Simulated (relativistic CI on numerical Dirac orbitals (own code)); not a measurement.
# Spin-allowed bands of a d7 ion in a tetrahedral site, by hand

Problem. A d7 ion in a tetrahedral site has a 4A2 ground term and spin-allowed bands at ν1 = 7000 and ν2 = 11590 cm⁻¹ (from a computed ligand-field model). Find Δ and the Racah parameter B, and predict the third band.

Working.
1. The F term splits into A2 (−1.2Δ), T2 (−0.2Δ) and T1 (+0.6Δ), so ν1 = E(T2) − E(A2) = Δ = 7000 cm⁻¹.
2. T1(F) mixes with T1(P), which lies at 15B, through an element 0.4Δ. The two roots, counted from A2, are ν2,3 = ½(15B + 3Δ) ∓ ½√[(15B − Δ)² + 12BΔ].
3. Solving the lower root for B gives B = (2ν1² + ν2² − 3ν1ν2)/(15ν2 − 27ν1) = -11061900/-15150 = 730 cm⁻¹.
4. The sum of the roots is 15B + 3Δ, so ν3 = 15B + 3ν1 − ν2 = 20362 cm⁻¹ (491 nm).

Check. The bands were computed by exact diagonalisation of the d7 shell with B = 730 and Δ = 7000 cm⁻¹, which gives ν3 = 20360 cm⁻¹. C does not enter the terms of highest spin.
